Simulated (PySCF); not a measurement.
## Si3H9N

Si3H9N is a small molecule, neutral, singlet. The structure, one conformer, was relaxed in the gas phase by PBE0-D3(BJ)/def2-SVP. No frequency run checks that it is a minimum.

SMILES: [SiH3]N([SiH3])[SiH3]

```csv
atom,x (Å),y (Å),z (Å)
Si1,-0.877,0.547,-1.391
N2,0.029,-0.001,0.006
Si3,-0.017,-1.690,0.477
Si4,0.976,1.140,0.943
H5,-1.557,-0.651,-1.975
H6,0.018,1.154,-2.422
H7,-1.910,1.561,-1.016
H8,0.748,-1.815,1.755
H9,-1.421,-2.156,0.694
H10,0.611,-2.572,-0.554
H11,2.419,0.749,0.985
H12,0.847,2.473,0.279
H13,0.482,1.244,2.350
```

Shieldings: GIAO PBE0/pcSseg-2. Shifts are against computed references at the same level: H TMS (σ 31.24 ppm), Si TMS (σ 341.3 ppm). Core levels by delta-SCF with SCAN, pcX-2 on the ionised atom and pcseg-1 elsewhere, spin-free X2C (2p3/2 is the spin-free 2p value less a third of a first-order spin-orbit splitting); from the vacuum level, for chosen atoms.

Question: Give the shieldings and core levels atom by atom.

Answer: 
```csv
atoms,bonded to,σ (ppm),δ (ppm),core level (eV)
Si1 Si3 Si4,1 N + 3 H,386.7,-45.4,2p3/2 107.19
N2,3 Si,282.1,-,1s 403.90
H5 H6 H7,1 Si,26.50,4.74,-
H8 H9 H10,1 Si,26.50,4.74,-
H11 H12 H13,1 Si,26.50,4.74,-
```

Values are those of this one static structure, with the three H of a rotating XH3 group averaged; atoms that internal rotation interchanges would show their mean in an NMR spectrum.

Question: By CAM-B3LYP/def2-SVPD (TDDFT singlets, Tamm-Dancoff triplets, ionisation by delta-SCF), where does absorption start, and what does vertical ionisation take?

Answer: The first singlet with intensity lies at 7.25 eV (f 0.083); what lies below it is dark. The lowest singlet lies at 6.17 eV (f 0.000), the strongest of the first 6 at 7.25 eV (f 0.083), the lowest triplet at 5.84 eV; vertical ionisation takes 9.49 eV.

The 3 runs behind this took 97 s in all, one thread each of Arm Neoverse V1 on a shared host, launched as `OMP_NUM_THREADS=1 python cluster_run.py task.json out`.
